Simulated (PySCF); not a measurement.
Isomers of C5H8O2SSi, mass 160.001 u with the commonest isotopes. Level of theory: PBE0/pcSseg-1 in PySCF (dipole) on a GFN2-xTB geometry, gas phase. One conformer each, none proved a minimum here; rigid rotors.

Question: Order these by out-of-plane moment Σ m c² = (Ia + Ib − Ic)/2, largest first.
A. `[CH3:1][S:2][Si@H:3]([OH:4])[C:5]#[C:6][C:7]([CH3:8])=[O:9]` with C1–S2–Si3–O4 176°, S2–Si3–O4–H -25°
B. `[O:1]=[CH:2]/[CH:3]=[CH:4]/[Si@H:5]1[O:6][CH2:7][CH2:8][S:9]1` with O1–C2–C3–C4 -178°, C3–C4–Si5–O6 -4°, C4–Si5–O6–C7 133°, Si5–O6–C7–C8 -38°, O6–C7–C8–S9 44°, C7–C8–S9–Si5 -29°
C. `[O:1]=[CH:2][SiH2:3][O:4]/[CH:5]=[C:6]1\[CH2:7][CH2:8][S:9]1` with O1–C2–Si3–O4 -179°, C2–Si3–O4–C5 180°, Si3–O4–C5–C6 -179°

Answer: B (80.29 u·Å²), A (40.77 u·Å²), C (6.09 u·Å²).

Question: Order these by radius of gyration √(Σ m r²/M), smallest first.
A. `[CH3:1][S:2][Si@H:3]([OH:4])[C:5]#[C:6][C:7]([CH3:8])=[O:9]` with C1–S2–Si3–O4 176°, S2–Si3–O4–H -25°
B. `[O:1]=[CH:2][SiH2:3][O:4]/[CH:5]=[C:6]1\[CH2:7][CH2:8][S:9]1` with O1–C2–Si3–O4 -179°, C2–Si3–O4–C5 180°, Si3–O4–C5–C6 -179°
C. `[O:1]=[CH:2]/[CH:3]=[CH:4]/[Si@H:5]1[O:6][CH2:7][CH2:8][S:9]1` with O1–C2–C3–C4 -178°, C3–C4–Si5–O6 -4°, C4–Si5–O6–C7 133°, Si5–O6–C7–C8 -38°, O6–C7–C8–S9 44°, C7–C8–S9–Si5 -29°

Answer: C (2.532 Å), A (2.686 Å), B (2.887 Å).

Question: Order these by dipole moment, smallest first.
A. `[CH3:1][S:2][Si@H:3]([OH:4])[C:5]#[C:6][C:7]([CH3:8])=[O:9]` with C1–S2–Si3–O4 176°, S2–Si3–O4–H -25°
B. `[O:1]=[CH:2]/[CH:3]=[CH:4]/[Si@H:5]1[O:6][CH2:7][CH2:8][S:9]1` with O1–C2–C3–C4 -178°, C3–C4–Si5–O6 -4°, C4–Si5–O6–C7 133°, Si5–O6–C7–C8 -38°, O6–C7–C8–S9 44°, C7–C8–S9–Si5 -29°
C. `[O:1]=[CH:2][SiH2:3][O:4]/[CH:5]=[C:6]1\[CH2:7][CH2:8][S:9]1` with O1–C2–Si3–O4 -179°, C2–Si3–O4–C5 180°, Si3–O4–C5–C6 -179°

Answer: A (1.87 D), C (2.36 D), B (2.81 D).

| SMILES | point group | Ia (u·Å²) | Ib (u·Å²) | Ic (u·Å²) | κ | μa (D) | μb (D) | μc (D) |
| --- | --- | --- | --- | --- | --- | --- | --- | --- |
| O=C[SiH2]O/C=C1\CCS1 | near Cs | 128.98 | 1210.69 | 1327.49 | -0.98 | 2.26 | 0.69 | 0.03 |
| O=C/C=C/[Si@H]1OCCS1 | C1 | 210.08 | 895.84 | 945.35 | -0.97 | 2.75 | 0.15 | 0.56 |
| CS[Si@H](O)C#CC(C)=O | C1 | 283.57 | 911.36 | 1113.38 | -0.85 | 0.35 | 1.37 | 1.22 |
